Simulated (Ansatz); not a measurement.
C₂H₇Si (SMILES [CH2][SiH2]C), doublet, at a GFN2-xTB geometry; Ansatz (a program for electronic structure) with PBE0/STO-3G.

Ansatz was given this input:
Ansatz 0.2 input:
```yaml
crystal:
  periodic: [false, false, false]
  atoms:
    - {symbol: C, position_ang: [1.52174170, 0.61007953, 0.15480626]}
    - {symbol: Si, position_ang: [0.09075186, -0.48666526, -0.24365779]}
    - {symbol: C, position_ang: [-1.51187863, 0.36127300, 0.31477419]}
    - {symbol: H, position_ang: [2.53862615, 0.31802367, -0.04021949]}
    - {symbol: H, position_ang: [1.41387604, 1.58674764, 0.59320017]}
    - {symbol: H, position_ang: [0.02745229, -0.74749305, -1.69272064]}
    - {symbol: H, position_ang: [0.22992818, -1.78305326, 0.44183991]}
    - {symbol: H, position_ang: [-1.51054122, 0.54702469, 1.38501196]}
    - {symbol: H, position_ang: [-2.37946502, -0.25228421, 0.09084424]}
    - {symbol: H, position_ang: [-1.64958091, 1.31623309, -0.18422968]}
basis:
  gaussian:
    orbitals: STO-3G
hamiltonian:
  xc: pbe0
magnetization: {spin_polarized: true, initial_magnetization: 1}
accuracy: high
```

What the program printed (banner, timings and long lists left out):

```
Functional definition: PBE0
512 factors; integrals over basis functions are off by at most 4.1e-9 eV
mean field evaluation 1: about -9940.9921 eV, gradient 1.0e1 eV
mean field evaluation 2: about -9941.4431 eV, gradient 6.3e0 eV
mean field evaluation 4: about -9941.6974 eV, gradient 3.4e-1 eV
mean field evaluation 8: about -9941.6346 eV, gradient 3.8e-3 eV
mean field evaluation 16: about -9941.6346 eV, gradient 1.7e-7 eV
mean field -9941.63458869 eV, -365.3483324525 hartree, gradient 5.4e-8 eV, S^2 0.755304; 0 other end points of the search recorded, 0 dependent functions left out
reference -9941.63459054 eV, -365.3483325204 hartree; 17, 16 occupied and 9, 10 virtual orbitals, 512 factors
Total energy: -9941.63459054 eV, -365.3483325204 hartree
```
